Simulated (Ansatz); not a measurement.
Consider the formal exchange of groups at a B–C bond: `CB[SiH2]O` + `[ZnH2]` → `O[SiH2][BH][ZnH]` + CH₄.

Gas-phase electronic energies from Ansatz, PBE0-D4/def2-TZVP geometries. CBS: MP2 limit from def2 TZ/QZ plus the TZ coupled-cluster correction, frozen cores. This one scheme is used for every species. Functionals use def2-TZVPP. For Zn outer-core shells are correlated without core-valence functions, which leaves a few kJ/mol of doubt a bond. Scalar relativity is left out up to krypton. Each species was taken in one conformer, which may not be the lowest.

```tsv
level	ΔE (kJ/mol)	difference from CCSD(T)/CBS
r2SCAN-D4	6.8	6.0
PBE0-D4	5.7	4.9
ωB97X-V	7.3	6.5
ωB97M-V	7.8	7.0
PBE0	5.2	4.4
HF/def2-TZVPP	9.4	8.6
CCSD/def2-TZVPP	3.6	2.8
CCSD(T)/def2-TZVPP	2.9	2.1
HF/def2-QZVPP	9.7	8.9
SCS-MP2/def2-QZVPP	3.8	3.0
CCSD(T)/CBS	0.8	0
```

Largest T1 diagnostic among the species: 0.016.

In def2-TZVPP, CCSD(T) changes the Hartree–Fock value by −6.5 kJ/mol (the triples alone add −0.7 kJ/mol) and MP2 by −4.9 kJ/mol.
